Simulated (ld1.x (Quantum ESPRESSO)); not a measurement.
**What one change does to a pseudopotential (Os, TM)**

osmium, norm-conserving Troullier–Martins (Kleinman–Bylander form), made with ld1.x (Quantum ESPRESSO) 7.5 (PBE, scalar-relativistic). Core [Xe] 4f14, reference 5d6 6s1 6p0 (charge +1). Waves: 6s (bound): rc 2.25 bohr; 6p (bound, empty): rc 2.70 bohr; 5d (bound): rc 2.00 bohr. Local part: all-electron potential smoothed inside 2.65 bohr (lloc = -2). Core correction: a·sin(br)/r model core inside 2.00 bohr.

Change: core correction a·sin(br)/r model core inside 2.44 bohr.

Cutoffs: the cutoffs (Ry, on a coarse ladder) from which the occupation-weighted sum of valence levels, in a spherical-Bessel basis at the reference potential, stays within 10 and 1 mRy of its value at 400 Ry; they do not see the model core or the augmentation charge, which bear on the density cutoff. Errors are all-electron minus pseudo energies relative to the spin-unpolarised reference configuration.

**Question.** How do hardness, ghosts and transferability respond?

**Answer.** The potential gets neither clearly harder nor softer (35 Ry and 45 Ry → 35 Ry and 45 Ry); of the 7 tests that both files solve, the error grows in 0 and shrinks in 7 by more than 15 % and 0.3 meV (median size 68.6 → 54.4 meV); neither file shows a bound ghost. A wider model core is smoother and lowers the density cutoff, which this test does not measure.

| quantity | base | changed |
| --- | --- | --- |
| cutoff, loose | 35 Ry | 35 Ry |
| cutoff, tight | 45 Ry | 45 Ry |
| bound ghosts | none | none |
| error for 5d6 6s2 6p0, meV [ΔE -9.58 eV] | -2.2 | +1.0 |
| error for 5d6 6s0 6p0, meV [ΔE 16.91 eV] | -17 | -5.7 |
| error for 5d5 6s0 6p0, meV [ΔE 45.76 eV] | -132 | -82 |
| error for 5d6 6s0 6p1, meV [ΔE 6.14 eV] | -5.4 | -2.9 |
| error for 5d5 6s2 6p0, meV [ΔE 1.50 eV] | -69 | -54 |
| error for 5d5 6s2 6p1, meV [ΔE -3.47 eV] | -104 | -84 |
| error for 5d4 6s0 6p0, meV [ΔE 87.24 eV] | -521 | -353 |
| s: phases at 2.97 bohr within 0.05 rad from the reference energy up to (Ry; the scan ends near 5) | 1.0 | 1.0 |
| p: phases at 2.97 bohr within 0.05 rad from the reference energy up to (Ry; the scan ends near 5) | 0.9 | 0.9 |
| d: phases at 2.97 bohr within 0.05 rad from the reference energy up to (Ry; the scan ends near 5) | 0.6 | 0.6 |
